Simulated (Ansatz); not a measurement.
Program: Ansatz. Geometries: PBE0-D4/def2-TZVP. ΔE: electronic, gas phase. CCSD(T)/CBS adds triple-zeta CCSD(T) − MP2 to the extrapolated MP2 energy (def2 sets, frozen cores). Functionals use def2-TZVPP. B3LYP here is the variant with VWN-RPA as its local correlation; programs differ in this. For Ge outer-core shells are correlated without core-valence functions, which leaves a few kJ/mol of doubt a bond. Scalar relativity is left out up to krypton. Each species was taken in one conformer, which may not be the lowest.

Consider the ligand exchange at the Al–C bond: `[CH3][GeH2][CH2][AlH2]` + `C1N[SiH2]1` → `[AlH2][N]1C[SiH2]1` + `[CH3][GeH2][CH3]`.

| level | ΔE (kJ/mol) | difference from CCSD(T)/CBS |
| --- | --- | --- |
| PBE-D4 | -97.4 | 11.1 |
| B3LYP-D4 | -116.9 | -8.4 |
| B2PLYP | -118.4 | -9.9 |
| r2SCAN | -105.5 | 3.0 |
| PBE0 | -101.3 | 7.2 |
| B3LYP | -118.5 | -10.0 |
| CCSD/def2-TZVPP | -114.7 | -6.2 |
| CCSD(T)/def2-TZVPP | -111.4 | -2.9 |
| MP2/def2-QZVPP | -113.7 | -5.2 |
| CCSD/CBS(def2) | -111.8 | -3.3 |
| CCSD(T)/CBS | -108.5 | 0 |

Largest T1 diagnostic among the species: 0.013.

In def2-TZVPP, CCSD(T) changes the Hartree–Fock value by +22.2 kJ/mol (the triples alone add +3.3 kJ/mol) and MP2 by +18.6 kJ/mol.
